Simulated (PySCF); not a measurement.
## furfuryl mercaptan (SMILES c1ccc(CS)o1)

Molfile (atoms numbered from 1):
```
C5H6OS
     RDKit          3D

 13 13  0  0  0  0  0  0  0  0999 V2000
    2.7176    0.7638    0.5552 S   0  0  0  0  0  0  0  0  0  0  0  0
    1.7003   -0.5429   -0.2306 C   0  0  0  0  0  0  0  0  0  0  0  0
    0.2430   -0.3217   -0.1252 C   0  0  0  0  0  0  0  0  0  0  0  0
   -0.7487   -0.9085    0.6085 C   0  0  0  0  0  0  0  0  0  0  0  0
   -1.9540   -0.2103    0.2841 C   0  0  0  0  0  0  0  0  0  0  0  0
   -1.5986    0.7462   -0.6178 C   0  0  0  0  0  0  0  0  0  0  0  0
   -0.2744    0.6831   -0.8709 O   0  0  0  0  0  0  0  0  0  0  0  0
    2.2726    1.7647   -0.2336 H   0  0  0  0  0  0  0  0  0  0  0  0
    1.9666   -1.4704    0.2937 H   0  0  0  0  0  0  0  0  0  0  0  0
    2.0073   -0.6543   -1.2817 H   0  0  0  0  0  0  0  0  0  0  0  0
   -0.6289   -1.7390    1.3007 H   0  0  0  0  0  0  0  0  0  0  0  0
   -2.9530   -0.3966    0.6720 H   0  0  0  0  0  0  0  0  0  0  0  0
   -2.1541    1.5117   -1.1531 H   0  0  0  0  0  0  0  0  0  0  0  0
  1  2  1  0
  2  3  1  0
  3  4  2  0
  4  5  1  0
  5  6  2  0
  6  7  1  0
  7  3  1  0
  1  8  1  0
  2  9  1  0
  2 10  1  0
  4 11  1  0
  5 12  1  0
  6 13  1  0
M  END
```

Computed, not measured: quadratic response CAM-B3LYP/def2-TZVPD first hyperpolarisability, Taylor convention, gas phase (PySCF). Geometry: PBE0-D3(BJ)/def2-SVP.

Task: Give the tensor of the second harmonic β(−2ω;ω,ω) at 1907 nm in the axes of these coordinates.

Result: In au, Taylor convention; rows are the first index (the induced dipole):
|  | xx | yy | zz | xy | xz | yz |
| --- | --- | --- | --- | --- | --- | --- |
| x | -303.9 | +17.1 | +5.6 | -60.0 | +11.9 | -4.4 |
| y | -59.1 | -22.2 | -25.7 | +17.2 | -4.1 | -10.9 |
| z | +11.2 | -11.2 | -49.2 | -3.9 | +5.8 | -25.9 |

Norm of βᵢ = ⅓ Σⱼ (βᵢⱼⱼ + βⱼᵢⱼ + βⱼⱼᵢ): 304.8 au, hyper-Rayleigh value 132.4 au.
